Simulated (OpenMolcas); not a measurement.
neutral carbon: effect of the basis set

| Item | Value |
| --- | --- |
| Program | OpenMolcas 26.06 |
| Method | SS-CASPT2, IPEA 0.25 Eh, imaginary shift 0.1 Eh (closed shells correlated: 1s 2s) |
| Active space | 2 electrons in 3 orbitals (2p) |
| State averaging | 2S+1 = 3 even, 3 roots; 2S+1 = 1 even, 6 roots |
| Spin-orbit coupling | state interaction with AMFI integrals over the reference wave functions, term energies averaged over their components |

A. ANO-R1 [3s2p1d], X2C, finite nucleus; CASPT2 step roughly 0.7 core-seconds
B. ANO-L-VTZP [4s3p2d1f], non-relativistic, point nucleus; CASPT2 step about 0.7 core-seconds
C. ANO-RCC-VTZP [4s3p2d1f], DKH2, point nucleus; CASPT2 step about 0.9 core-seconds
D. ANO-R3 [4s4p2d1f], X2C, finite nucleus; CASPT2 step roughly 0.8 core-seconds
E. ANO-R2 [4s4p2d1f], X2C, finite nucleus; CASPT2 step about 1.1 core-seconds
F. ANO-RCC-VQZP [5s4p3d2f1g], DKH2, point nucleus; CASPT2 step of the order of 1.3 core-seconds

Energies in cm-1 above 2s2 2p2 3P0, the measured ground level; measured values from NIST Handbook of Basic Atomic Spectroscopic Data.

| Level | A | B | C | D | E | F | Measured |
| --- | --- | --- | --- | --- | --- | --- | --- |
| 2s2 2p2 3P0 | 0.0 | 0.0 | 0.0 | 0.0 | 0.0 | 0.0 | 0.0 |
| 2s2 2p2 3P1 | 15.1 | 15.6 | 15.8 | 15.5 | 15.5 | 15.7 | 16.4 |
| 2s2 2p2 3P2 | 45.2 | 46.5 | 47.2 | 46.2 | 46.2 | 46.9 | 43.4 |
| 2s2 2p2 1D2 | 11580 | 10480 | 10270 | 10280 | 10270 | 9970 | 10193 |
| 2s2 2p2 1S0 | 25550 | 23630 | 23400 | 23100 | 23100 | 22720 | 21648 |

Deviations, from unrounded energies. A percentage is the sum of absolute deviations over the sum of measured energies, with the sign that they share, or ± where signs differ.

| Against measurement | Levels | A | B | C | D | E | F |
| --- | --- | --- | --- | --- | --- | --- | --- |
| mean absolute deviation (cm-1) | 4 | 1300 | 570 | 460 | 390 | 380 | 320 |
| fine structure of the ground term (%) | 2 | ±5.1 | ±6.6 | ±7.4 | ±6.2 | ±6.2 | ±7.0 |
| other terms of the ground configuration (%) | 2 | +16.6 | +7.1 | +5.7 | +4.8 | +4.8 | ±4.1 |

F lies closest to measurement on these levels and A furthest from it. The largest miss of F in the table is 2s2 2p2 1S0, by +1100 cm-1. The ranking rests on the paired levels alone, and a cruder setting can come out closer through cancelling errors.

Among A to F the level of the table that moves most is 2s2 2p2 1S0, by 2800 cm-1 (lowest in F, highest in A). Moves below CASPT2's spread within the term are not significant.

CASPT2 does not keep the components of a term degenerate, so their means are used; among the terms shown or strongly mixed into the levels shown the widest spread is 150 cm-1 (2s2 2p2 1D, B). With the s shell closed, the reference lacks s² → p² mixing. Some terms miss by over 15 % even with CASPT2, which points to a basis or an active space too small for the shells correlated (holds for A). Measured partners are found by configuration, term and J. A level has none where our copy of the source lacks it or the pairing is in doubt (some pairs that miss far off the trend of their configuration count as doubtful), and it then counts in no deviation. Levels of configurations outside the active space are missing.
